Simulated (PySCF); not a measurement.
**Dipole response of Rh⁺ (rhodium, charge +1)**

[Kr] 4d8, high-spin 3F determinant. Calculation: PySCF 2.14, in aug-cc-pwCVQZ-PP with ECP28MDF; a scalar-relativistic core potential. Coupled (time-dependent) response in atomic units; α is the mean over directions.

| method | mean α (bohr³) | C₆ (like pair) | S(−4) |
| --- | --- | --- | --- |
| PBE | 14.40 | 90.61 | 88.69 |

S(−4) is the Cauchy moment in α(ω) = α(0) + S(−4) ω² + …

Spin-orbit coupling is absent.

α(iu) at PBE:

```
u (hartree)  α(iu) (bohr³)
          0          14.40
     0.0500          14.18
      0.100          13.60
      0.200          11.90
      0.300          10.21
      0.500          7.687
      0.750          5.692
       1.00          4.404
       1.50          2.869
       2.00          2.009
       3.00          1.127
       5.00         0.4875
```

A single London oscillator, α(iu) = α/(1 + u²/ω²), gives C₆ = (3/4) ω α². Matching the computed C₆ needs ω = 4 × 90.61 / (3 × 14.40²) = 0.583 hartree.

For an ion, C₆ is the dispersion term alone; charge-induced terms of lower order in 1/R come first.

Energies and moments cover only the electrons outside the core potential.
